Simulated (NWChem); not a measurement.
C₃H₇FSi; SMILES C/C([SiH3])=C/F

Program: NWChem. Pople sets run with spherical d functions. Coordinates come from a PBE0/def2-SVP optimisation. No frequency run checked for a minimum. Level: M06-2X/6-31G* with SMD (1 M gas to 1 M solution), gas-phase geometry. Reactions with the solvent are ignored.

```
solvent        dielectric constant  solvation free energy (kcal/mol)  cavity-dispersion-structure term (kcal/mol)  dipole in solution (D)
-------------  -------------------  --------------------------------  -------------------------------------------  ----------------------
water                         78.4                                 …                                            …                    2.22
benzene                       2.27                              -1.8                                         -0.5                    1.95
cyclohexanone                 15.6                              -1.2                                          1.1                    2.19
anisole                       4.22                              -1.4                                          0.4                    2.07
```

Task: Fill in the missing entries.

Result: 
- water, solvation free energy (kcal/mol): 2.2
- water, cavity-dispersion-structure term (kcal/mol): 4.7
